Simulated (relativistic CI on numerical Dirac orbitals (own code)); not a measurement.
Hyperfine structure of Pb XIV, mass number 207

Computed by Dirac-Coulomb-Breit CI, KLI orbitals optimised for each configuration, model QED (radiative potential, 1s self-energy scaled to tabulated hydrogen-like ionisation energies), unscaled Slater integrals (own radial code, finite nucleus).

Configurations in the expansion (outside the closed core [Kr] 4d10 4f14): 5s2 5p6 5d, 5s2 5p6 5f, 5s2 5p5 5d2, 5s2 5p6 6s, 5s2 5p6 6p, 5s2 5p6 5g, 5s 5p6 5d2, 5s2 5p5 5d 5f, 5s2 5p6 6d, 5s2 5p6 7s, 5s2 5p5 5d 5g, 5s2 5p5 5d 6s, 5s 5p6 5d 5f, 5p6 5d3, 5p5 5d4. Double excitations out of closed p, d and f shells are left out; levels of such configurations are missing from the list, as are those of other unlisted configurations, and high levels can miss mixing partners. Some configurations lack a partner that the ground configuration has and come out too high, among them 5s2 5p5 5d 5f, 5s2 5p5 5d 5g, 5s2 5p5 5d 6s.

Nuclear spin I = 1/2, μ = 0.5906 μN (tables of Stone and Pyykkö). The electronic factors are computed for point nuclear moments, without core polarisation or the Bohr-Weisskopf and QED corrections.

| Level | E (cm⁻¹) | A (GHz) |
| --- | --- | --- |
| 5s2 5p6 5d 2D_3/2 | 0 | 6.467 |
| 5s2 5p6 5d 2D_5/2 | 32414 | 2.558 |
| 5s2 5p6 6s 2S_1/2 | 449667 | 196.6 |
| 5s2 5p5 5d2 4D°_1/2 | 518544 | -0.559 |
| 5s2 5p5 5d2 4D°_3/2 | 520736 | 8.022 |
| 5s2 5p5 5d2 4D°_7/2 | 556448 | 5.881 |
| 5s2 5p5 5d2 4G°_9/2 | 557734 | 7.78 |
| 5s2 5p5 5d2 4G°_11/2 | 567943 | 7.02 |

Levels with J = 0, under 50 % of one LS term, or S terms without an open s electron are left out. Small factors come from cancelling terms and can be off by tens of per cent or more.

At this charge transitions that keep the count of f electrons are usually good to a few per cent. Terms inside the open d or f shell come out 10 to 20 % too wide with unscaled integrals. Levels and lines within the n = 5 or 6 shells can be off by up to 10 % or somewhat more, and those that change n by about 2 %, since core polarisation is missing. Levels that differ in their count of f electrons can be misplaced by several ten thousand cm⁻¹, since the correlation energy of f electrons is missing or only estimated; rates across such gaps can be off by orders of magnitude.

**Question.** Give the hyperfine levels of 5s2 5p6 5d 2D_3/2 relative to its centre of gravity.

**Answer.** With K = F(F + 1) − I(I + 1) − J(J + 1), E = AK/2: F = 1: -8.084, F = 2: 4.851 GHz.

LS names give the leading component of a level, which can be under half, so a name can repeat, a term be missing and a line seem to break the LS rules.
